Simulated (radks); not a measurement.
Results of a calculation; reference values are marked as such.
Task: Ionisation of the terbium ion Tb2+, [Xe] 4f9, to Tb3+, [Xe] 4f8, under several functionals. Dirac Kohn-Sham, spin-unpolarised, spherical densities, finite nucleus; open shells are shared between the two j in proportion to 2j + 1; a radial shooting solver on a logarithmic mesh with Libxc functionals. The NIST Atomic Spectra Database gives 21.82 eV (semi-empirical). Rank these functionals by the error of their Delta-SCF ionisation energy: exchange-only B88; PBE; RPBE.

Result: From best to worst: exchange-only B88 23.925 eV (+2.105); RPBE 25.162 eV (+3.342); PBE 25.227 eV (+3.407). Spin polarisation and multiplet splitting are left out, so open shells lie too high by an amount that depends on their filling. Sharing an open shell by 2j + 1 raises it above the true ground level by a part of the spin-orbit splitting, which enters the differences from NIST.

Beside tabulated values, note that spin-unpolarised runs miss the spin-polarisation part of the exchange energy of open shells.
